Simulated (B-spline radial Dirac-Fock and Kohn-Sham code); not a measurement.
Elastic and transport cross sections of nitrogen for electrons

Calculated with a radial B-spline solver, using relativistic (Dirac) partial waves in the static field of the Dirac-Fock atom with Furness-McCarthy exchange, without polarisation or absorption potentials. σ_tr1 and σ_tr2 weight the cross section with 1 − P₁ and 1 − P₂ of cos θ; "backward" is the share scattered beyond 90°.

```tsv
energy (eV)	σ (a₀²)	σ_tr1 (a₀²)	σ_tr2 (a₀²)	σ/σ_tr1	backward (%)
29600	0.0869	0.000437	0.00111	199	0.038
30000	0.0859	0.000427	0.00109	201	0.037
30400	0.0849	0.000417	0.00106	204	0.037
31300	0.0826	0.000395	0.00101	209	0.035
32300	0.0803	0.000374	0.000954	215	0.034
32600	0.0796	0.000367	0.000939	217	0.034
40200	0.0660	0.000252	0.000649	262	0.027
41500	0.0642	0.000238	0.000613	269	0.026
45900	0.0587	0.000199	0.000514	295	0.023
50000	?	?	?	?	?
51100	0.0535	0.000164	0.000426	326	0.020
```

Q: Fill in the row for 50 keV.

A: σ = 0.0545 a₀², σ_tr1 = 0.000171 a₀², σ_tr2 = 0.000442 a₀², σ/σ_tr1 = 319, backward 0.021 %. The ratio σ/σ_tr1 is roughly the number of elastic collisions that randomise the direction.
